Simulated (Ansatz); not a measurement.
The cluster Pb₃⁺. Charge 1, multiplicity 2. Geometry PBE-D4/def2-SVP, that of the neutral singlet; atoms count from 1.

```tsv
atom	x (Å)	y (Å)	z (Å)
Pb1	0.0579	1.7389	-0.9048
Pb2	-1.0877	-0.0725	0.9966
Pb3	1.0298	-1.6664	-0.0918
```

In the def2 sets Pb takes a core potential; there is no spin–orbit coupling. The charge 1 doublet is spin-contaminated (final ⟨S²⟩ up to 1.01, 0.75 for a pure state). The structure comes from a short search, and lower isomers may exist.

(1) Estimate the Mulliken populations from the PBE0/def2-TZVP orbitals of Ansatz.

(2) Where does the spin sit?

(3) And the Mayer bond orders between bonded heavy atoms (over 0.3)?

Answers

(1) 
```tsv
atom	charge (e)	spin (α − β)
Pb1	0.42	-0.09
Pb2	0.17	0.49
Pb3	0.41	0.60
```
Mulliken values and Mayer orders depend strongly on the basis.

(2) Summed by element: Pb 1.00, of 1 unpaired in all. Largest on single atoms: Pb3 0.60, Pb2 0.49, Pb1 -0.09.

(3) Pb1–Pb2 1.19 (2.87 Å); Pb2–Pb3 1.22 (2.87 Å). Values over 0.3 also appear between atoms too far apart for a bond (Pb1–Pb3 0.79 at 3.63 Å); they arise where an orbital or an unpaired electron spreads over both atoms.
